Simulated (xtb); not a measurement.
C6H5O, doublet, geometry from GFN2-xTB; GFN2-xTB in xtb.

Here is a job for xtb.
```
$ xtb mol.xyz --gfn 2 --uhf 1 --grad --json

# file mol.xyz
12

O      2.27676535    -0.48886203    -0.04083041
C      0.94645310    -0.22625118    -0.01441721
C      0.01914360    -1.22807427     0.13549520
C     -1.32490580    -1.04354997     0.17114835
C     -1.81577177     0.25806659     0.04719198
C     -0.92317777     1.30126057    -0.10586203
C      0.44091718     1.07286965    -0.13748392
H      2.77062526     0.33231355    -0.15259178
H     -2.00456455    -1.87330145     0.29162108
H     -2.88011935     0.43633204     0.07185845
H     -1.29012743     2.31292628    -0.20281411
H      1.13411206     1.89669740    -0.25786455
```

### Question
Predict the main parts of the log of this xtb run.

### Answer

```
   ID    Z sym.   atoms
    1    8 O      1
    2    6 C      2-7
    3    1 H      8-12

           -------------------------------------------------
          |                Calculation Setup                |
           -------------------------------------------------

           -------------------------------------------------
          |                 G F N 2 - x T B                 |
           -------------------------------------------------

          ...................................................
          :                      SETUP                      :
          :.................................................:
          :  # basis functions                  33          :
          :  # atomic orbitals                  33          :
          :  # shells                           19          :
          :  # electrons                        35          :
          :  max. iterations                   250          :
          :  Hamiltonian                  GFN2-xTB          :
          :  restarted?                      false          :
          :  GBSA solvation                  false          :
          :  PC potential                    false          :
          :  electronic temp.          300.0000000     K    :
          :  accuracy                    1.0000000          :
          :  -> integral cutoff          0.2500000E+02      :
          :  -> integral neglect         0.1000000E-07      :
          :  -> SCF convergence          0.1000000E-05 Eh   :
          :  -> wf. convergence          0.1000000E-03 e    :
          :  Broyden damping             0.4000000          :
          :  net charge                          0          :
          :  unpaired electrons                  1          :
          ...................................................

 iter      E             dE          RMSdq      gap      omega  full diag
   1    -19.6430755 -0.196431E+02  0.506E+00    2.94       0.0  T
   2    -19.6520256 -0.895012E-02  0.304E+00    2.57       1.0  T
   3    -19.6411304  0.108952E-01  0.123E+00    3.15       1.0  T
   4    -19.6550487 -0.139183E-01  0.242E-01    2.69       1.0  T
   5    -19.6553698 -0.321135E-03  0.109E-01    2.80       1.0  T
   6    -19.6554589 -0.890550E-04  0.435E-02    2.77       1.0  T
   7    -19.6554610 -0.213209E-05  0.178E-02    2.77       1.6  T
   8    -19.6554629 -0.187535E-05  0.684E-03    2.77       4.2  T
   9    -19.6554630 -0.121752E-06  0.194E-03    2.77      14.9  T
[...]
         :: total energy             -19.342791965499 Eh    ::
[...]
    12   1 H        0.925     0.032     2.561     2.502

 Mol. C6AA /au·bohr⁶  :       1919.664426
 Mol. C8AA /au·bohr⁸  :      47603.923012
 Mol. α(0) /au        :         69.968535

Wiberg/Mayer (AO) data.
largest (>0.10) Wiberg bond orders for each atom

 ---------------------------------------------------------------------------
     #   Z sym  total        # sym  WBO       # sym  WBO       # sym  WBO
 ---------------------------------------------------------------------------
     1   8 O    2.135 --     2 C    1.076     8 H    0.888
     2   6 C    3.939 --     3 C    1.400     7 C    1.329     1 O    1.076
                             5 C    0.103
     3   6 C    3.278 --     4 C    1.532     2 C    1.400     6 C    0.107
     4   6 C    3.989 --     3 C    1.532     5 C    1.360     9 H    0.955
                             7 C    0.109
     5   6 C    3.984 --     6 C    1.452     4 C    1.360    10 H    0.964
                             2 C    0.103
     6   6 C    3.992 --     5 C    1.452     7 C    1.445    11 H    0.964
                             3 C    0.107
     7   6 C    3.979 --     6 C    1.445     2 C    1.329    12 H    0.958
                             4 C    0.109
     8   1 H    0.910 --     1 O    0.888
     9   1 H    0.997 --     4 C    0.955
    10   1 H    0.998 --     5 C    0.964
    11   1 H    0.998 --     6 C    0.964
    12   1 H    0.999 --     7 C    0.958
 ---------------------------------------------------------------------------

Topologies differ in total number of bonds
Writing topology from bond orders to xtbtopo.mol

molecular dipole:
                 x           y           z       tot (Debye)
 q only:       -0.040       0.574      -0.062
   full:       -0.040       0.940      -0.103       2.406
molecular quadrupole (traceless):
                xx          xy          yy          xz          yz          zz
 q only:        2.868       4.096      -0.970      -0.656      -0.281      -1.898
  q+dip:        4.931       6.537      -0.141      -1.137      -0.804      -4.791
   full:        3.774       6.226      -1.078      -0.965      -0.450      -2.696

           -------------------------------------------------
          | TOTAL ENERGY              -19.342791965499 Eh   |
          | GRADIENT NORM               0.000046344027 Eh/α |
          | HOMO-LUMO GAP               2.769782308116 eV   |
           -------------------------------------------------

normal termination of xtb
```
